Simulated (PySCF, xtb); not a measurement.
C₂H₉BO₂Si, SMILES C[SiH2]CB(O)O.

GFN2-xTB in xtb at its own geometry gives an orbital gap of 5.95 eV and a dipole moment of 2.32 D.

Geometry: B3LYP-D3(BJ)/def2-SVP. This is a generated structure with no PubChem entry under its InChIKey; it may be hypothetical. Other conformers were not sampled.

What does PySCF with M06-2X/def2-TZVP give? (Estimate from the structure and the level; the computed values follow.)

gap 10.68 eV (levels -9.80 and 0.88 eV), dipole 2.58 D.
